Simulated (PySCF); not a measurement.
Compound: H5PSiTe.
Structure used (PBE0-D3(BJ)/def2-SVP), in Å, numbered top down from 1:
```
atom  x, y, z in Å
P1    -1.2432    1.1265   -0.2097
Si2    0.0450   -0.7069    0.1029
Te3    2.4478    0.0040    0.1135
H4    -1.0873    1.5739    1.1372
H5    -2.4714    0.4389    0.0524
H6    -0.2438   -1.6682   -1.0033
H7    -0.1499   -1.3994    1.4128
H8     2.2381    0.8126   -1.3277
```

Method used: PBE0-D3(BJ)/def2-SVP geometry optimisation, gas phase, def2 core potentials past Kr in PySCF 2.14.0.

Q: Which atoms are bound to Te3, and at what distances?

A: 2 atoms: H8 1.666 Å, Si2 2.506 Å. The nearest atom not counted as bound is H7, at 3.23 Å.

Q: What is the shape at Te3?

A: Bent: angle 90.8°.

Q: What are the other bond lengths?

A: P1–Si2 2.262 Å; P1–H4, P1–H5 1.430 Å; Si2–H6, Si2–H7 1.494 Å.

Q: Give some angles away from the centre.

A: P1–Si2–Te3 108.5°.

Q: What are the rotational constants (commonest isotopes, rigid rotor)?

A: A = 8942, B = 1107, C = 1011 MHz: a near-prolate asymmetric top.

Charge 0, singlet. PBE0-D3(BJ)/def2-SVP frequencies: not computed here.

One conformer stands for the species.
